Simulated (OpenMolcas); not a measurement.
Ar³⁺.

```yaml
Program: OpenMolcas 26.06
Basis: ANO-RCC-VQZP [6s5p3d2f1g]
Scalar_Hamiltonian: DKH2, point nucleus
Active_space: 5 electrons in 9 orbitals (RAS2 3s 3p; RAS3 3d, at most 2 electrons)
State_averaging: 2S+1 = 4 odd, 1 root; 2S+1 = 2 odd, 11 roots; 2S+1 = 4 even, 3 roots; 2S+1 = 2 even, 9 roots
Spin-orbit_coupling: state interaction with AMFI integrals over the reference wave functions, term energies averaged over their components
```

Two sets of levels on these reference wave functions, in eV above 3s² 3p³ ⁴S°_3/2: one from RASSCF and one from MS-RASPT2, IPEA 0.25 Eh, imaginary shift 0.1 Eh (closed shells correlated: 2s 2p).

```
          Level   Set 1   Set 2
3s² 3p³ ⁴S°_3/2  0.0000  0.0000
3s² 3p³ ²D°_3/2   2.658   3.122
3s² 3p³ ²D°_5/2   2.671   3.134
3s² 3p³ ²P°_1/2   4.394   4.879
3s² 3p³ ²P°_3/2   4.409   4.893
  3s 3p⁴ ⁴P_5/2  14.672  14.673
  3s 3p⁴ ⁴P_3/2  14.779  14.780
  3s 3p⁴ ⁴P_1/2  14.840  14.842
  3s 3p⁴ ²D_3/2  18.511  18.887
  3s 3p⁴ ²D_5/2  18.516  18.891
```

**Question.** Which set is which?

**Answer.** Set 1 is MS-RASPT2. Its levels of the other terms of 3s² 3p³ lie at 0.85 to 0.90 of the other set's values, as expected, since terms of lower spin or lower L gain more correlation energy than the Hund ground term. Against 9 measured levels (Saloman, J. Phys. Chem. Ref. Data 39, 033101 (2010)) the mean absolute deviation is 1200 cm-1 with it and 3600 cm-1 without; single levels miss by up to 3400 cm-1 with it.

Term energies are means over components that CASPT2 splits; among the terms shown or strongly mixed into the levels shown the widest spread is 180 cm-1 (3s 3p⁴ ²D, MS-RASPT2). The run also gave levels led by 3s² 3p² 3d, which use shells meant for correlation; these and all levels above them are left out. Some terms mix strongly with configurations of 3d, whose occupation reaches 0.27 (3s 3p⁴ ²D). Computed and measured levels are paired by configuration, term and J; levels that our copy of the source lacks, or whose pairing is in doubt (as where it misses far off the trend of its configuration), stay unpaired and out of the deviations. Only configurations of the active space appear. The table leaves out levels that lie high or whose names do not pair safely across all columns.

° marks odd parity.
